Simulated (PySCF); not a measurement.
# Fractional electron number in Nb²⁺ (niobium, charge +2)

The 4d alpha orbital of [Kr] 4d3 is emptied in steps (occupation f), with all orbitals relaxed, ending at [Kr] 4d2. All numbers are calculated (PySCF 2.14, scalar relativity through the core potential, in def2-SVP with the def2 core potential (28 electrons)). The exact energy is a straight line in f; departures are measured from the line between the end points of the same method.

```csv
f,TPSS (eV)
1,0.000
0.8,-0.874
0.6,-1.317
0.4,-1.321
0.2,-0.883
0,0.000
```

**Question.** For TPSS, how does the orbital energy at f = 1 compare with the removal energy?

**Answer.** −ε = 20.080 eV against a total-energy difference of 25.517 eV. By Janak's theorem ε = ∂E/∂f, so the gap between them reflects the curvature. Along the path −ε is 22.218 (f = 0.8), 24.395 (f = 0.6), 26.599 (f = 0.4), 28.818 (f = 0.2) eV.

Reference removal energy between the ground levels: 25.04 eV (semi-empirical (NIST evaluation); NIST Atomic Spectra Database, ionization energies). The calculation has no spin-orbit coupling. The determinant left behind need not be the lowest term of the ion.
